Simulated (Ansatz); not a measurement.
Cost and result for the atomization energy of AlBrH₂N (`[NH2][Al][Br]`) radical (5 atoms, 4 bonds).

Z-matrix (Å, degrees):
```
N
Al 1 1.765
H 1 1.007 2 124.9
H 1 1.009 2 124.1 3 180.0
Br 2 2.281 1 116.6 3 -180.0
```

Charge 0, multiplicity 2. Correlated methods include outer-core shells of Br, which these sets cover unevenly. Scalar relativity is left out up to krypton. Geometry: relaxed with PBE0-D4/def2-TZVP. It is one conformer, not always the lowest. Program: Ansatz. Hardware: A = 2 threads of an AMD EPYC 7R13 on a shared host; B = 2 threads of an AMD EPYC 7R13 on a shared host and a share of an NVIDIA H100 80 GB. Times are those of one run each, without the atoms' runs, and a repeat can differ threefold. Electronic energies, without spin–orbit coupling; frozen cores. CCSD(T)/CBS adds CCSD(T) − MP2 in def2-TZVPP to the MP2 limit, and its time is that of the two runs behind it. T1 = 0.011; ⟨S²⟩ of the reference is 0.75. With those shells the extrapolation isn't a true limit. B3LYP takes the VWN-RPA correlation (the form of Gaussian; ORCA's B3LYP/G). HSE06 is the plane-wave form, built on full-range PBE exchange.

CCSD(T)/CBS is a level of theory with its own doubt, some kJ/mol a heavy atom from the limit and from the frozen cores, so smaller differences don't rank the functionals.

```csv
level,functions,wall time
PBE-D4/def2-TZVPP (with forces) [A],149,2.5 s
PBE0-D4/def2-TZVPP [A],149,3.8 s
HSE06-D4/def2-TZVPP [A],149,4 s
B3LYP-D4/def2-TZVPP (with forces) [A],149,4.3 s
PBE-QIDH/def2-TZVPP [A],149,5 s
CCSD(T)/def2-SVP [A],74,5.5 s
B2PLYP/def2-TZVPP [A],149,7 s
CCSD(T)/def2-TZVPP [B],149,8.5 s
ωB97X-V/def2-TZVPP [A],149,9 s
B97M-V/def2-TZVPP [A],149,9 s
ωB97M-V/def2-TZVPP (with forces) [A],149,12 s
CCSD(T)/def2-QZVPP [B],276,12 s
CCSD(T)/CBS(def2),–,21 s
```

(1) What atomization energy does each give, and how far from CCSD(T)/CBS? (Estimate.)

Results:

(1) Ansatz gave: 
```json
{"level": "PBE-D4/def2-TZVPP (with forces) [A]", "atomization (kJ/mol)": "1510.4", "difference from CCSD(T)/CBS": "22.7", "per bond": "5.7"}
{"level": "PBE0-D4/def2-TZVPP [A]", "atomization (kJ/mol)": "1478.4", "difference from CCSD(T)/CBS": "-9.3", "per bond": "-2.3"}
{"level": "HSE06-D4/def2-TZVPP [A]", "atomization (kJ/mol)": "1479.7", "difference from CCSD(T)/CBS": "-8.0", "per bond": "-2.0"}
{"level": "B3LYP-D4/def2-TZVPP (with forces) [A]", "atomization (kJ/mol)": "1478.2", "difference from CCSD(T)/CBS": "-9.5", "per bond": "-2.4"}
{"level": "PBE-QIDH/def2-TZVPP [A]", "atomization (kJ/mol)": "1467.0", "difference from CCSD(T)/CBS": "-20.7", "per bond": "-5.2"}
{"level": "CCSD(T)/def2-SVP [A]", "atomization (kJ/mol)": "1350.3", "difference from CCSD(T)/CBS": "-137.4", "per bond": "-34.3"}
{"level": "B2PLYP/def2-TZVPP [A]", "atomization (kJ/mol)": "1461.9", "difference from CCSD(T)/CBS": "-25.8", "per bond": "-6.5"}
{"level": "CCSD(T)/def2-TZVPP [B]", "atomization (kJ/mol)": "1427.3", "difference from CCSD(T)/CBS": "-60.4", "per bond": "-15.1"}
{"level": "ωB97X-V/def2-TZVPP [A]", "atomization (kJ/mol)": "1482.0", "difference from CCSD(T)/CBS": "-5.7", "per bond": "-1.4"}
{"level": "B97M-V/def2-TZVPP [A]", "atomization (kJ/mol)": "1479.9", "difference from CCSD(T)/CBS": "-7.8", "per bond": "-1.9"}
{"level": "ωB97M-V/def2-TZVPP (with forces) [A]", "atomization (kJ/mol)": "1474.2", "difference from CCSD(T)/CBS": "-13.5", "per bond": "-3.4"}
{"level": "CCSD(T)/def2-QZVPP [B]", "atomization (kJ/mol)": "1463.6", "difference from CCSD(T)/CBS": "-24.1", "per bond": "-6.0"}
{"level": "CCSD(T)/CBS(def2)", "atomization (kJ/mol)": "1487.7", "difference from CCSD(T)/CBS": "0.0", "per bond": "0.0"}
```

In def2-TZVPP, CCSD(T) changes the Hartree–Fock value by +394.4 kJ/mol (the triples alone add +27.0 kJ/mol) and MP2 by +437.0 kJ/mol; breaking electron pairs costs correlation energy, which Hartree–Fock lacks. From BLYP to BHLYP (50 % exact exchange), in def2-TZVPP and without D4, the atomization energy moves by −42.9 kJ/mol: exact exchange takes away binding that semilocal exchange gives to molecules. Leaving LDA and LC-ωPBE aside and taking each functional with its dispersion term where it has one, the values, not all of them listed here, spread over 79.6 kJ/mol, from BHLYP-D4 to PBE-D4. LDA lies +193.5 kJ/mol from PBE without D4, its usual overbinding.
